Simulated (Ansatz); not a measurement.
`[OH][GeH2][NH][SiH3]` → Ge• + 7 H• + N• + O• + Si•  (atomization)

Program: Ansatz. Geometries: PBE0-D4/def2-TZVP. ΔE: electronic, gas phase. CCSD(T)/CBS is the MP2 limit (def2-TZVPP, def2-QZVPP) plus CCSD(T) − MP2 in def2-TZVPP, frozen cores. This one scheme is used for every species, atoms too. DFT in def2-TZVPP. B3LYP here is the variant with VWN-RPA as its local correlation; programs differ in this. Open shells (•) are unrestricted, without spin–orbit coupling. Spin–orbit coupling would lower the free atoms: a little for O, Si; clearly for Ge. Bonds to Ge are less sure, by a few kJ/mol each and by 10 to 20 or more in all where they break to atoms, as the def2 sets lack core-valence functions. Scalar relativity is left out up to krypton. One conformer a species, not always the lowest.

| level | ΔE (kJ/mol) |
| --- | --- |
| B3LYP-D4 | 3463.6 |
| ωB97X-V | 3500.5 |
| B2PLYP | 3430.3 |
| PBE | 3444.9 |
| MP2/def2-TZVPP | 3416.7 |
| CCSD(T)/def2-TZVPP | 3399.2 |
| MP2/def2-QZVPP | 3473.7 |
| MP2/CBS(def2) | 3511.9 |

Problem. What does CCSD(T)/CBS give? (Estimate.)

Solution. The calculation gave: +3494.5 kJ/mol. The listed levels differ from it by -30.9, 6.0, -64.2, -49.6, -77.8, -95.3, -20.8, 17.4 kJ/mol.

Largest T1 diagnostic among the species: 0.012.

From PBE to PBE0 (25 % exact exchange), in def2-TZVPP and without D4, ΔE moves by −46.1 kJ/mol: exact exchange takes away binding that semilocal exchange gives to molecules. In def2-TZVPP, CCSD(T) changes the Hartree–Fock value by +950.5 kJ/mol (the triples alone add +45.7 kJ/mol) and MP2 by +967.9 kJ/mol; breaking electron pairs costs correlation energy, which Hartree–Fock lacks. The D4 term adds +35.5 kJ/mol with B3LYP and +18.6 kJ/mol with PBE0; it sums over pairs of atoms, weighted by their polarisabilities, and B3LYP, whose exchange is more repulsive, gets the larger term.

For atomizations the MP2-based limit and the directly extrapolated one differ by several kJ/mol either way, and by 10 to 25 for some Ge, Se and Sn compounds, so smaller differences from it don't rank the levels.
